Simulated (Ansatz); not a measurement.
Basis-set extrapolation for CH7FO2Si2, SMILES `C[SiH](F)O[SiH2]O` (PBE0-D4/def2-TZVP geometry, frozen core, the Gaussian-basis code of Ansatz). Multiplicity 1, RHF reference.

```
                      def2-TZVPP   def2-QZVPP
                 HF  -869.380708  -869.414380
    MP2 correlation    -1.139476    -1.233581
CCSD(T) correlation    -1.219609      not run
```

Energies in hartree. Use E(X) = E(∞) + A·exp(−7.88·√X) for Hartree–Fock and E(X) = E(∞) + B·X^(−2.97) for correlation, with X = 3 and 4, and add CCSD(T) minus MP2 of the smaller set to the MP2 limit.

**Question.** What is the CCSD(T) energy at the basis-set limit?

**Answer.** HF limit: -869.414380 + (-0.033672) × 0.13774 = -869.41902. MP2 limit: -1.233581 + (-0.094105) × 0.74074 = -1.30329. Higher-order term: -1.219609 − (-1.139476) = -0.08013. Total: -870.80244 hartree, 5.50 eV below CCSD(T)/def2-TZVPP.
